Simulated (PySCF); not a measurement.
PySCF 2.14 output of an unrestricted LDA calculation on a single atom or ion in x2c-TZVPPall with one added diffuse shell each of s, p, d type (12s8p8d3f1g, 106 functions), with scalar relativity by spin-free X2C-1e:

```
SCF conv_tol = 1e-09
number electrons alpha = 30  beta = 27
    P. A. M. Dirac.,  Math. Proc. Cambridge Philos. Soc. 26, 376 (1930)
    F. Bloch.,  Z. Phys. 57, 545 (1929)
    S. H. Vosko, L. Wilk, and M. Nusair.,  Can. J. Phys. 58, 1200 (1980)
cycle= 1 E= -8485.25422940073  delta_E= -0.0237  |g|= 0.0598  |ddm|= 0.823
cycle= 2 E= -8485.25428354453  delta_E= -5.41e-05  |g|= 0.0452  |ddm|= 0.232
cycle= 3 E= -8485.25518639171  delta_E= -0.000903  |g|= 0.0137  |ddm|= 0.145
cycle= 4 E= -8485.25522505449  delta_E= -3.87e-05  |g|= 0.000877  |ddm|= 0.0196
cycle= 5 E= -8485.25522568778  delta_E= -6.33e-07  |g|= 4.7e-05  |ddm|= 0.0036
cycle= 6 E= -8485.25522568965  delta_E= -1.87e-09  |g|= 7.31e-07  |ddm|= 0.000218
cycle= 7 E= -8485.25522568965  delta_E=    0  |g|= 1.51e-08  |ddm|= 2.73e-06
converged SCF energy = -8485.25522568965  <S^2> = 3.7508125  2S+1 = 4.0004062
```

The run itself started from symmetry-adapted Hartree-Fock orbitals and held the occupation by maximum overlap, on a logarithmic radial grid, so the iterations belong to that start.

Which element, charge and spin multiplicity is this?

La (lanthanum, neutral), multiplicity 4; the state was [Xe] 5d2 6s1, high-spin 4F determinant (an excited configuration).

Spin-orbit coupling, absent here, splits the open shell strongly.
